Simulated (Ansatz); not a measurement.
`O=C=[N][Al]([Cl])[Cl]` + H–F → `O=C=[N][Al]([F])[Cl]` + HCl at 400 K and 1 bar (ligand exchange at the Al–Cl bond).

Calculated with Ansatz (gas phase, PBE0-D4/def2-TZVP geometries, no zero-point term in ΔE). CCSD(T)/CBS is the MP2 limit (def2-TZVPP, def2-QZVPP) plus CCSD(T) − MP2 in def2-TZVPP, frozen cores. This one scheme is used for every species. Each species was taken in one conformer, which may not be the lowest.

```
                species  CCSD(T)/CBS energy (Eh)  H − E (kJ/mol)  S (J/(mol·K))
`O=C=[N][Al]([Cl])[Cl]`              -1329.69600            76.6          400.5
                    H–F               -100.39570            36.5          182.2
 `O=C=[N][Al]([F])[Cl]`               -969.71777            78.1          392.1
                    HCl               -460.38127            29.6          195.4
```

H − E and S are ideal-gas, rigid-rotor, harmonic terms from PBE0-D4/def2-TZVP, for one conformer and one mirror image of each species. 1 Eh = 2625.50 kJ/mol, R = 8.31446 J/(mol·K).

Q: By hand: ΔE, ΔH, ΔS and ΔG.

A: ΔE = (-969.71777) + (-460.38127) − (-1329.69600) − (-100.39570) = -0.00734 Eh = -19.3 kJ/mol. Δ(H − E) = 78.1 + 29.6 − 76.6 − 36.5 = -5.4, so ΔH = -24.7 kJ/mol. ΔS = 392.1 + 195.4 − 400.5 − 182.2 = 4.8 J/(mol·K). ΔG = -24.7 − 400 × (4.8)/1000 = -26.6 kJ/mol.

Q: By hand: the equilibrium constant, and the temperature at which ΔG would vanish if ΔH and ΔS stayed fixed.

A: log₁₀ K = −ΔG/(RT ln 10) = 3.5. ΔH and −TΔS have one sign here, so there is no such temperature.

The number of gas molecules stays the same, so ΔS is small and ΔH decides. A doubt of 5 kJ/mol in ΔE shifts log₁₀ K by 0.7 here. Other conformers and mirror images would add mixing entropy, several J/(mol·K) or more a flexible species. Modes under 60 cm⁻¹, often nearly free rotors, make the harmonic entropy too high. These are equilibria of isolated gas molecules and say nothing of rates. Largest T1 diagnostic: 0.014 (customary marks: 0.02 for closed shells, 0.045 for open ones).

ΔS is within the doubt of such terms, so its sign, and with it that verdict, could turn.
